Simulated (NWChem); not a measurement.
System: C$_{3}$H$_{7}$FSi; SMILES C[Si@@H](F)C=C

Here is an NWChem input.

```
start job
memory heap 200 mb stack 900 mb global 1100 mb
geometry units angstroms noautoz
  C     -0.027765    -2.252047     0.344653
  C     -0.696765    -1.241590    -0.223559
  Si     0.041438     0.456342    -0.411679
  C     -0.935314     1.766777     0.483694
  F      1.540064     0.380794     0.238254
  H      0.992843    -2.118843     0.720126
  H     -0.464079    -3.250683     0.459983
  H     -1.716382    -1.429116    -0.587661
  H      0.208198     0.819799    -1.850419
  H     -0.453621     2.752306     0.391401
  H     -1.950574     1.844679     0.062445
  H     -1.027654     1.522678     1.553098
end
basis spherical
  * library 6-31g*
end
dft
  xc hfexch
  iterations 150
  mulliken
end
task dft energy
```

NWChem printed, in part:

```
             Northwest Computational Chemistry Package (NWChem) 7.3.0
             --------------------------------------------------------

 C1  symmetry detected

                             Geometry "geometry" -> ""
                             -------------------------

 Output coordinates in angstroms (scale by  1.889725989 to convert to a.u.)

  No.       Tag          Charge          X              Y              Z
 ---- ---------------- ---------- -------------- -------------- --------------
    1 C                    6.0000    -0.05276648    -2.24148250     0.34030674
    2 C                    6.0000    -0.72641129    -1.22267717    -0.20713056
    3 Si                  14.0000     0.03129023     0.46229607    -0.43087032
    4 C                    6.0000    -0.88994493     1.79204191     0.49437502
    5 F                    9.0000     1.55191893     0.36517824     0.16264191
    6 H                    1.0000     0.98325595    -2.12327029     0.67653190
    7 H                    1.0000    -0.50037024    -3.23244288     0.47666354
    8 H                    1.0000    -1.76188564    -1.39517304    -0.53177364
    9 H                    1.0000     0.14956932     0.81708224    -1.87656030
   10 H                    1.0000    -0.39634285     2.76925747     0.37939546
   11 H                    1.0000    -1.91896550     1.88463131     0.11120904
   12 H                    1.0000    -0.94585853     1.55387261     1.56763406

 Effective nuclear repulsion energy (a.u.)     226.0894618276

  xc_inp: hfexch multiplicative factor not found.

                                 NWChem DFT Module
                                 -----------------

 Summary of "ao basis" -> "ao basis" (spherical)
 ------------------------------------------------------------------------------
       Tag                 Description            Shells   Functions and Types
 ---------------- ------------------------------  ------  ---------------------
 C                           6-31g*                  6       14   3s2p1d
 Si                          6-31g*                  8       18   4s3p1d
 F                           6-31g*                  6       14   3s2p1d
 H                           6-31g*                  2        2   2s

            General Information
            -------------------
          SCF calculation type: DFT
          Wavefunction type:  closed shell.
          No. of atoms     :    12
          No. of electrons :    48
           Alpha electrons :    24
            Beta electrons :    24
          Charge           :     0
          Spin multiplicity:     1
          Use of symmetry is: off; symmetry adaption is: off
          Maximum number of iterations: 150
          AO basis - number of functions:    88
                     number of shells:    46
          Convergence on energy requested:  1.00D-06
          Convergence on density requested:  1.00D-05
          Convergence on gradient requested:  5.00D-04

              XC Information
              --------------
                     Hartree-Fock (Exact) Exchange  1.000

      Superposition of Atomic Density Guess
      -------------------------------------

 Sum of atomic energies:        -504.65802976

      Non-variational initial energy
      ------------------------------

 Total energy =    -506.952699
 1-e energy   =   -1143.930572
 2-e energy   =     410.888411
 HOMO         =      -0.320208
 LUMO         =      -0.001225

     ---------------------------------------------
      Total Density - Mulliken Population Analysis
     ---------------------------------------------

    Atom       Charge   Shell Charges
 -----------   ------   -------------------------------------------------------
    1 C    6     6.39   2.00  0.74  1.89  0.62  1.10  0.03
    2 C    6     6.48   2.00  0.74  1.97  0.63  1.12  0.03
    3 Si  14    12.86   2.00  2.00  5.97  0.89  1.33  0.21  0.28  0.19
    4 C    6     7.00   2.00  0.72  2.11  0.71  1.43  0.02
    5 F    9     9.63   2.00  0.95  3.48  1.01  2.19  0.01
    6 H    1     0.78   0.47  0.32
    7 H    1     0.78   0.47  0.32
    8 H    1     0.76   0.46  0.31
    9 H    1     1.09   0.47  0.62
   10 H    1     0.74   0.45  0.29
   11 H    1     0.73   0.45  0.29
   12 H    1     0.74   0.45  0.29

   convergence    iter        energy       DeltaE   RMS-Dens  Diis-err
 ---------------- ----- ----------------- --------- --------- ---------
 d= 0,ls=0.0,diis     1   -506.0155104034 -7.32D+02  6.43D-03  4.86D-01
 d= 0,ls=0.0,diis     2   -506.0754678425 -6.00D-02  1.98D-03  1.15D-01
 d= 0,ls=0.0,diis     3   -506.0855290977 -1.01D-02  8.53D-04  6.84D-03
 d= 0,ls=0.0,diis     4   -506.0865693483 -1.04D-03  1.42D-04  1.47D-04
 d= 0,ls=0.0,diis     5   -506.0865966031 -2.73D-05  4.52D-05  1.25D-05
  Resetting Diis
 d= 0,ls=0.0,diis     6   -506.0865990549 -2.45D-06  1.33D-05  7.87D-07
 d= 0,ls=0.0,diis     7   -506.0865992314 -1.77D-07  3.59D-06  8.13D-08

         Total DFT energy =     -506.086599231433
      One electron energy =    -1148.004051864943
           Coulomb energy =      464.405483610181
    Exchange-Corr. energy =      -48.577492804273
 Nuclear repulsion energy =      226.089461827602

 Numeric. integr. density =        0.000000000000

                       DFT Final Molecular Orbital Analysis
                       ------------------------------------

 Vector   22  Occ=2.000000D+00  E=-4.638387D-01
              MO Center= -2.7D-01,  8.3D-01, -4.2D-01, r^2= 3.2D+00
   Bfn.  Coefficient  Atom+Function         Bfn.  Coefficient  Atom+Function
  ----- ------------  ---------------      ----- ------------  ---------------
    37      0.309167   3 Si pz               82     -0.292781   9 H  s
    81     -0.213294   9 H  s                51     -0.207435   4 C  pz
    49      0.168779   4 C  px               50     -0.164205   4 C  py
    55     -0.149192   4 C  pz               65     -0.141814   5 F  pz
    35     -0.139989   3 Si px               33     -0.126745   3 Si pz

 Vector   23  Occ=2.000000D+00  E=-4.448594D-01
              MO Center= -4.4D-01, -5.4D-01, -1.0D-01, r^2= 3.7D+00
   Bfn.  Coefficient  Atom+Function         Bfn.  Coefficient  Atom+Function
  ----- ------------  ---------------      ----- ------------  ---------------
    36      0.327191   3 Si py               18     -0.292152   2 C  py
    17     -0.197444   2 C  px               22     -0.191917   2 C  py
    50     -0.187023   4 C  py                4      0.165542   1 C  py
    20     -0.152759   2 C  s                80      0.139152   8 H  s
    77     -0.136426   7 H  s                32     -0.134716   3 Si py

 Vector   24  Occ=2.000000D+00  E=-3.771244D-01
              MO Center= -3.8D-01, -1.4D+00,  3.3D-03, r^2= 2.3D+00
   Bfn.  Coefficient  Atom+Function         Bfn.  Coefficient  Atom+Function
  ----- ------------  ---------------      ----- ------------  ---------------
    19      0.324340   2 C  pz                5      0.318439   1 C  pz
    23      0.267107   2 C  pz                9      0.259862   1 C  pz
    82      0.154016   9 H  s                17     -0.117204   2 C  px
     3     -0.113698   1 C  px               18      0.099348   2 C  py
    52     -0.096892   4 C  s                21     -0.095228   2 C  px

 Vector   25  Occ=0.000000D+00  E= 1.421149D-01
              MO Center= -2.8D-01, -1.3D+00, -1.6D-03, r^2= 3.7D+00
   Bfn.  Coefficient  Atom+Function         Bfn.  Coefficient  Atom+Function
  ----- ------------  ---------------      ----- ------------  ---------------
     9      0.605747   1 C  pz               52      0.538698   4 C  s
    23     -0.477660   2 C  pz               40     -0.367485   3 Si py
     5      0.310984   1 C  pz               41     -0.283552   3 Si pz
    84     -0.255110  10 H  s                19     -0.234066   2 C  pz
    82     -0.232102   9 H  s                 7     -0.204906   1 C  px

 Vector   26  Occ=0.000000D+00  E= 1.737774D-01
              MO Center= -1.2D-01,  3.9D-01, -6.4D-01, r^2= 4.7D+00
   Bfn.  Coefficient  Atom+Function         Bfn.  Coefficient  Atom+Function
  ----- ------------  ---------------      ----- ------------  ---------------
    39      1.240823   3 Si px               38     -0.485583   3 Si s
    66     -0.483642   5 F  s                52      0.478120   4 C  s
    20      0.450553   2 C  s                 6     -0.397555   1 C  s
    41      0.267242   3 Si pz               82      0.253156   9 H  s
    78      0.216045   7 H  s                35      0.202736   3 Si px

 Vector   27  Occ=0.000000D+00  E= 2.141809D-01
              MO Center= -8.7D-02,  1.2D+00, -2.4D-01, r^2= 5.7D+00
   Bfn.  Coefficient  Atom+Function         Bfn.  Coefficient  Atom+Function
  ----- ------------  ---------------      ----- ------------  ---------------
    52      1.651573   4 C  s                40     -1.336280   3 Si py
    38     -0.698008   3 Si s                88     -0.561676  12 H  s
    86     -0.437870  11 H  s                82      0.397317   9 H  s
    21     -0.286929   2 C  px               23      0.285557   2 C  pz
    20     -0.262913   2 C  s                 8     -0.218086   1 C  py

     ---------------------------------------------
      Total Density - Mulliken Population Analysis
     ---------------------------------------------

    Atom       Charge   Shell Charges
 -----------   ------   -------------------------------------------------------
    1 C    6     6.35   2.00  0.68  1.94  0.61  1.09  0.04
    2 C    6     6.45   2.00  0.66  1.97  0.63  1.16  0.03
    3 Si  14    12.79   2.00  2.00  5.98  0.84  1.53  0.06  0.11  0.28
    4 C    6     6.82   2.00  0.64  2.06  0.74  1.35  0.03
    5 F    9     9.55   2.00  0.92  3.30  1.05  2.28  0.01
    6 H    1     0.80   0.52  0.28
    7 H    1     0.81   0.52  0.29
    8 H    1     0.81   0.52  0.30
    9 H    1     1.18   0.51  0.67
   10 H    1     0.81   0.51  0.30
   11 H    1     0.82   0.51  0.31
   12 H    1     0.80   0.51  0.30

     -------------------------------------------
      Total Density - Lowdin Population Analysis
     -------------------------------------------

    Atom       Charge   Shell Charges
 -----------   ------   -------------------------------------------------------
    1 C    6     6.22   1.99  0.55  1.77  0.44  1.39  0.08
    2 C    6     6.37   1.99  0.55  1.82  0.46  1.48  0.06
    3 Si  14    13.23   2.00  1.97  5.89  0.58  1.45  0.31  0.61  0.41
    4 C    6     6.61   1.99  0.56  1.90  0.48  1.63  0.05
    5 F    9     9.36   1.99  0.93  3.19  0.87  2.37  0.01
    6 H    1     0.85   0.49  0.36
    7 H    1     0.87   0.49  0.37
    8 H    1     0.85   0.49  0.36
    9 H    1     1.10   0.51  0.58
   10 H    1     0.85   0.48  0.36
   11 H    1     0.85   0.48  0.37
   12 H    1     0.85   0.48  0.36

     Multipole analysis of the density
     ---------------------------------

     L   x y z        total         alpha         beta         nuclear
     -   - - -        -----         -----         ----         -------
     0   0 0 0      0.000000    -24.000000    -24.000000     48.000000

     1   1 0 0     -0.728851     -0.364425     -0.364425     -0.000000
     1   0 1 0     -0.101888     -0.050944     -0.050944     -0.000000
     1   0 0 1      0.009762      0.004881      0.004881      0.000000

     2   2 0 0    -29.396341    -83.802685    -83.802685    138.209029
     2   1 1 0     -0.497948      3.859570      3.859570     -8.217088
     2   1 0 1      0.474880      1.175640      1.175640     -1.876401
     2   0 2 0    -25.857644   -180.379715   -180.379715    334.901786
     2   0 1 1     -0.691041     -0.223751     -0.223751     -0.243540
     2   0 0 2    -29.240150    -36.687148    -36.687148     44.134146
```

Level: Hartree-Fock/6-31G* (spherical d). All runs use the structure optimised with PBE0/def2-SVP. No frequency run checked for a minimum.
